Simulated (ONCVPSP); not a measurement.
## Before and after: ONCV potential for chlorine

Cl (Z = 17), optimised norm-conserving Vanderbilt (ONCV), made with ONCVPSP 4.0.1 (PBEsol, scalar-relativistic). Core [Ne], reference 3s2 3p5. Waves: 3s: rc 1.30 bohr, ncon 3, nbas 7, qcut 3.9 1/bohr, 2 projectors, debl 2.7 Ha; 3p: rc 1.05 bohr, ncon 4, nbas 8, qcut 8 1/bohr, 2 projectors, debl 0.7 Ha; d scattering state at 0.27 Ha: rc 1.10 bohr, ncon 4, nbas 7, qcut 8 1/bohr, 1 projector. Local part: polynomial inside 0.95 bohr (lpopt 4, dvloc0 1 Ha). Core correction: none.

All-electron outer shells of the reference configuration (PBEsol, scalar-relativistic, ld1.x):

```tsv
shell	level (eV)	outermost node (bohr)	outermost maximum (bohr)
2s	-252.19	0.12	0.36
2p	-191.42	–	0.30
3s	-20.62	0.56	1.27
3p	-8.56	0.53	1.43
```

Change: all radii scaled by about 0.86 (s 1.12, p 0.90, d 0.94 bohr); local potential polynomial inside 0.82 bohr (lpopt 4, dvloc0 1 Ha).

Cutoffs: the cutoffs (Ha) at which the residual kinetic energy of the hardest occupied pseudo-wave falls to 1 and 0.1 mHa per electron; they do not see the model core or the augmentation charge, which bear on the density cutoff. Errors are all-electron minus pseudo energies relative to the spin-unpolarised reference configuration.

Problem. Predict the effect on cutoff, ghosts and configuration errors.

Solution. The potential gets harder (72 Ha and 176 Ha → 240 Ha and 312 Ha); both files keep a bound ghost (p); of the 4 tests that both files solve, the error grows in 1 and shrinks in 2 by more than 15 % and 0.3 meV (median size 8.2 → 7.2 meV). A smaller radius makes the pseudo-wave follow the all-electron one further in, where it bends more sharply, so more plane waves are needed.

```
                            quantity              base            changed
                       cutoff, loose             72 Ha             240 Ha
                       cutoff, tight            176 Ha             312 Ha
             loose cutoff by channel  s 72 Ha, p 56 Ha  s 87 Ha, p 240 Ha
                        bound ghosts                 p                  p
         GHOST(+) flags under 300 eV              none      s at 180.3 eV
error for 3s2 3p4, meV [ΔE 13.84 eV]              +0.9               +1.0
error for 3s2 3p3, meV [ΔE 39.23 eV]               +13              +10.0
error for 3s2 3p2, meV [ΔE 77.49 eV]               +60                +45
error for 3s1 3p5, meV [ΔE 26.50 eV]              +3.5               +4.4
```

 A true bound ghost makes a file unfit for plane-wave use even where its test errors are small: the radial tests pick states by their node count and pass the ghost by.
